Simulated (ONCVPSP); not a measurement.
## Plane-wave convergence, ONCV potential for S (Z = 16)

```
Element                 : sulfur
Generator               : ONCVPSP 4.0.1
Type                    : optimised norm-conserving Vanderbilt (ONCV)
Functional              : LDA (Perdew-Wang 92)
Relativity              : scalar-relativistic
Frozen core             : [Ne]
Valence charge          : 6
Reference configuration : 3s2 3p3.5 (charge +0.5)
Partial waves           : 3s: rc 1.25 bohr, ncon 4, nbas 9, qcut 4.8 1/bohr, 2 projectors, debl 1.6 Ha; 3p: rc 1.10 bohr, ncon 4, nbas 7, qcut 6.6 1/bohr, 2 projectors, debl 0.4 Ha; d scattering state at 0.43 Ha: rc 1.20 bohr, ncon 3, nbas 6, qcut 6.9 1/bohr, 2 projectors, debl 1 Ha
Local potential         : polynomial inside 1.05 bohr (lpopt 5, dvloc0 3 Ha)
Core correction         : none
```

In the p channel the program set the typed energies aside and used -0.433, 0.250 Ha.

Question: For each optimised wave give the share of its norm inside rc, the residual kinetic energy above qcut (Ha) and the cutoffs (Ha) for errors of 10, 1, 0.1 and 0.01 mHa per electron.

Answer:

| wave | norm inside rc | residual KE | 10 mHa | 1 mHa | 0.1 mHa | 0.01 mHa |
| --- | --- | --- | --- | --- | --- | --- |
| 3s | 0.266 | 2.0e-03 | 8.8 | 13.5 | 44.8 | 115.4 |
| s projector 2 | 0.117 | 4.3e-03 | 9.4 | 66.0 | 186.5 | 212.2 |
| 3p | 0.116 | 7.3e-03 | 10.6 | 101.9 | 125.1 | 178.1 |
| p projector 2 | 0.047 | 2.0e-03 | 4.2 | 81.6 | 162.8 | 212.1 |
| d projector 1 | 0.072 | 1.4e-03 | 15.9 | 25.2 | 84.8 | 135.6 |
| d projector 2 | 0.164 | 5.9e-03 | 21.8 | 31.5 | 121.2 | 216.7 |

The occupied waves need 102 Ha and 125 Ha for 1 and 0.1 mHa. Note: ghosts flagged at negative energy: p at -122.4 eV; GHOST(+) flagged for s at 139.6 eV. A true bound ghost makes a file unfit for plane-wave use.
